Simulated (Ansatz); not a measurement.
Te₄Pb₂. The state is a singlet with charge 0. Geometry PBE-D4/def2-SVP.

Cartesian coordinates in Å:
```
Pb -1.553 -1.685 -0.432
Pb 1.488 1.397 1.131
Te 0.824 -1.674 1.460
Te -1.036 0.363 -2.436
Te 1.432 1.382 -1.780
Te -1.155 0.217 2.057
```

In the def2 sets Pb, Te take a core potential; there is no spin–orbit coupling. HSE06 is defined as in plane-wave codes, on full-range PBE exchange. Another isomer (singlet) lies 0.25 eV lower at PBE0-D4/def2-TZVP; other spin states weren't run for this one.

Problem. Estimate the orbital energies around the gap (eV) in Ansatz with PBE-D4/def2-TZVP, BLYP-D4/def2-TZVP, r2SCAN-D4/def2-TZVP, PBE0-D4/def2-TZVP, HSE06-D4/def2-TZVP.

Solution. 
```
orbital  PBE-D4/def2-TZVP  BLYP-D4/def2-TZVP  r2SCAN-D4/def2-TZVP  PBE0-D4/def2-TZVP  HSE06-D4/def2-TZVP
 HOMO−5             -6.36              -6.15                -6.63              -7.29               -6.92
 HOMO−4             -6.12              -5.92                -6.39              -7.13               -6.74
 HOMO−3             -6.08              -5.87                -6.32              -6.95               -6.59
 HOMO−2             -5.51              -5.31                -5.74              -6.36               -6.00
 HOMO−1             -5.00              -4.82                -5.21              -5.82               -5.46
   HOMO             -4.54              -4.36                -4.73              -5.39               -5.03
   LUMO             -3.38              -3.24                -3.35              -2.73               -3.09
 LUMO+1             -3.05              -2.93                -2.95              -2.40               -2.76
 LUMO+2             -2.61              -2.49                -2.50              -2.03               -2.37
 LUMO+3             -2.35              -2.23                -2.26              -1.79               -2.14
 LUMO+4             -2.20              -2.10                -2.04              -1.61               -1.96
 LUMO+5             -2.04              -1.95                -1.88              -1.40               -1.75
```
